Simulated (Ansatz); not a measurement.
Born–Oppenheimer molecular dynamics of AlFH$_{5}$NO (9 atoms, charge 0, multiplicity 1). It starts at the highest image of a converged band, a first-order saddle point between two minima.

Theory: RHF/6-31G* (Ansatz).

```yaml
ensemble: NVE (velocity Verlet)
time_step: 0.5 fs
steps_asked: 200
starting_velocities_drawn_for: 100 K
seed: 7966
```

First frame:

```xyz
9
Properties=species:S:1:pos:R:3
Al -0.001 0.246 0.148
N -0.032 0.088 2.063
H -0.778 -0.421 2.499
H 0.809 -0.082 2.582
H 1.358 0.013 -0.612
F -1.413 -0.295 -0.521
O -0.300 2.018 0.737
H -1.090 2.509 0.545
H -0.293 1.400 1.716
```

**Question.** How far do the bonds stretch over the last three quarters of this one trajectory? (Pairs bonded in most of those frames.)

**Answer.** 
```tsv
bond	mean (Å)	spread (Å)	shortest	longest
Al1–N2	2.271	0.126	2.03	2.42
Al1–H5	1.595	0.012	1.57	1.62
Al1–F6	1.663	0.039	1.59	1.75
Al1–O7	1.721	0.036	1.66	1.79
N2–H3	1.008	0.026	0.97	1.05
N2–H4	1.009	0.032	0.95	1.07
N2–H9	1.027	0.077	0.90	1.15
O7–H8	0.948	0.007	0.93	0.96
```

Mean temperature of the second half: 819 K. The conserved energy stayed within 1.1 meV per atom of its start (net change -0.12 meV per atom), so the integration is sound. The kinetic energy rose, since the run started high on the potential surface and went downhill. A run of 0.1 ps of so small a system gives no equilibrium averages. The orbitals stay closed-shell, which can raise the energy where a bond breaks towards radicals; this wasn't checked here.

Time of the run: 3.6 min on 1 thread of Arm Neoverse V2 (shared host), peak memory 0.14 GiB.
